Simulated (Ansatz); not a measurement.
```yaml
crystal:
  periodic: [false, false, false]
  atoms:
    - {symbol: S, position_ang: [-0.111040, 1.526705, -1.635834]}
    - {symbol: Sn, position_ang: [-0.128784, 0.510952, 0.537664]}
    - {symbol: S, position_ang: [2.016667, -0.491708, 0.915830]}
    - {symbol: S, position_ang: [-1.800335, -1.209072, 0.559399]}
    - {symbol: H, position_ang: [-0.860165, 0.532789, -2.142696]}
    - {symbol: H, position_ang: [-0.463197, 1.668201, 1.740256]}
    - {symbol: H, position_ang: [2.312841, -0.432618, -0.393693]}
    - {symbol: H, position_ang: [-0.873686, -2.162348, 0.363075]}
basis:
  gaussian: {orbitals: STO-3G, final_grid: {core_spheres: 1, valence_spheres: 1, degree: 3}}
hamiltonian: {xc: {name: r2SCAN}}
accuracy: high
output: {forces: true}
```

```sh
$ ansatz run in.yaml --threads 4 --pin off --events-out ev --progress --plain --max-ram 10444MiB
```

Output, abridged:

```
Functional definition: r2SCAN
1152 factors; integrals over basis functions are off by at most 1.3e-8 eV
mean field evaluation 1: about -194541.0901 eV, gradient 1.4e1 eV
mean field evaluation 2: about -194541.1101 eV, gradient 1.4e1 eV
mean field evaluation 4: about -194542.0979 eV, gradient 2.3e-1 eV
mean field evaluation 16: about -194533.1487 eV, gradient 2.3e-1 eV
mean field -194533.14895554 eV, -7148.9613648117 hartree, gradient 2.4e-8 eV, S^2 0.000000; 1 other end points of the search recorded, 0 dependent functions left out
reference -194533.14895556 eV, -7148.9613648124 hartree; 51, 51 occupied and 7, 7 virtual orbitals, 1152 factors
Total energy: -194533.14895556 eV, -7148.9613648124 hartree
Atom 0 at    -0.111040     1.526705    -1.635834 Å, force     3.011383    -2.098823    -0.421188 eV/Å
Atom 1 at    -0.128784     0.510952     0.537664 Å, force     2.566553     1.765759    -1.228978 eV/Å
Atom 2 at     2.016667    -0.491708     0.915830 Å, force    -5.254454    -1.294375    -2.450727 eV/Å
Atom 3 at    -1.800335    -1.209072     0.559399 Å, force     7.461528    -2.263708     2.793741 eV/Å
Atom 4 at    -0.860165     0.532789    -2.142696 Å, force    -1.446027     0.881577     0.761395 eV/Å
Atom 5 at    -0.463197     1.668201     1.740256 Å, force    -3.741329     4.102396     2.806163 eV/Å
Atom 6 at     2.312841    -0.432618    -0.393693 Å, force     0.286490    -0.375064     0.310670 eV/Å
Atom 7 at    -0.873686    -2.162348     0.363075 Å, force    -2.884144    -0.717762    -2.571075 eV/Å
Dipole moment:     0.104043    -0.264597    -0.573403 e Å
```

In this input the integration grid is far too coarse. The calculation finished and met its thresholds. The result belongs to that input, not to the molecule as meant.
